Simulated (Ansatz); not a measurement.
`BC[SiH2]CF` → `B[SiH2]CF` + `[CH2]` (triplet) at 500 K and 1 bar (formal loss of a carbene).

Calculated with Ansatz (gas phase, PBE0-D4/def2-TZVP geometries, no zero-point term in ΔE). CBS: MP2 limit from def2 TZ/QZ plus the TZ coupled-cluster correction, frozen cores. This one scheme is used for every species. Triplets are unrestricted, without spin–orbit coupling. Each species was taken in one conformer, which may not be the lowest.

| species | CCSD(T)/CBS energy (Eh) | H − E (kJ/mol) | S (J/(mol·K)) |
| --- | --- | --- | --- |
| `BC[SiH2]CF` | -494.56245 | 301.1 | 436.9 |
| `B[SiH2]CF` | -455.26817 | 217.8 | 399.7 |
| `[CH2]` (triplet) | -39.09499 | 62.7 | 213.9 |

H − E and S are ideal-gas, rigid-rotor, harmonic terms from PBE0-D4/def2-TZVP, for one conformer and one mirror image of each species, with the whole ground term of open shells counted as degenerate. 1 Eh = 2625.50 kJ/mol, R = 8.31446 J/(mol·K).

Question: By hand: ΔE, ΔH, ΔS and ΔG.

Answer: ΔE = (-455.26817) + (-39.09499) − (-494.56245) = 0.19929 Eh = 523.2 kJ/mol. Δ(H − E) = 217.8 + 62.7 − 301.1 = -20.6, so ΔH = 502.6 kJ/mol. ΔS = 399.7 + 213.9 − 436.9 = 176.7 J/(mol·K). ΔG = 502.6 − 500 × (176.7)/1000 = 414.2 kJ/mol.

Question: By hand: the equilibrium constant, and the temperature at which ΔG would vanish if ΔH and ΔS stayed fixed.

Answer: log₁₀ K = −ΔG/(RT ln 10) = -43.3. ΔG = 0 at ΔH/ΔS = 2844 K, far beyond where these terms or the molecules hold.

The number of gas molecules changes by +1, which sets the sign of ΔS. A doubt of 5 kJ/mol in ΔE shifts log₁₀ K by 0.5 here. Other conformers and mirror images would add mixing entropy, several J/(mol·K) or more a flexible species. Modes under 60 cm⁻¹, often nearly free rotors, make the harmonic entropy too high. A triplet takes part, so the spin changes. These are equilibria of isolated gas molecules and say nothing of rates. Largest T1 diagnostic: 0.012 (customary marks: 0.02 for closed shells, 0.045 for open ones).
